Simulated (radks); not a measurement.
The nuclear charge of neutral neodymium is varied continuously with 60 electrons held in [Xe] 4f4 6s2. Calculated with a radial shooting solver on a logarithmic mesh with Libxc functionals: Dirac Kohn-Sham, LDA (Slater exchange, Perdew-Wang correlation), spin-unpolarised, spherical densities, point nucleus; open shells fill j = l - 1/2 first. By the Hellmann-Feynman theorem dE/dZ = E(electron-nucleus)/Z, the electronic potential at the nucleus.

\begin{tabular}{lrrrrr}
Z & E (hartree) & E(electron-nucleus)/Z (hartree) & HOMO & e(HOMO) (eV) & <r> HOMO (bohr) \\ \hline
59.9 & -9583.8598 & -391.055 & 4f5/2 & -0.909 & 1.154 \\
60 & -9623.0131 & -392.010 & 4f5/2 & -2.029 & 1.121 \\
60.1 & -9662.2618 & -392.964 & 4f5/2 & -3.228 & 1.093 \\
60.2 & -9701.6058 & -393.917 & 4f5/2 & -4.494 & 1.070 \\
60.3 & -9741.0451 & -394.868 & 6s1/2 & -5.355 & 4.119 \\
60.4 & -9780.5795 & -395.820 & 6s1/2 & -5.971 & 4.042 \\
60.5 & -9820.2090 & -396.771 & 6s1/2 & -6.604 & 3.969 \\
60.6 & -9859.9337 & -397.722 & 6s1/2 & -7.254 & 3.900 \\
60.7 & -9899.7534 & -398.673 & 6s1/2 & -7.920 & 3.834 \\
60.8 & -9939.6682 & -399.623 & 6s1/2 & -8.603 & 3.772 \\
60.9 & -9979.6780 & -400.574 & 6s1/2 & -9.301 & 3.714 \\
61 & -10019.7830 & -401.525 & 6s1/2 & -10.015 & 3.657 \\
\end{tabular}

The central difference of E at Z = 60 is -392.010 hartree, to compare with the third column; the second derivative is -9.54 hartree. No converged solution with all levels bound was reached at Z = 59.8.
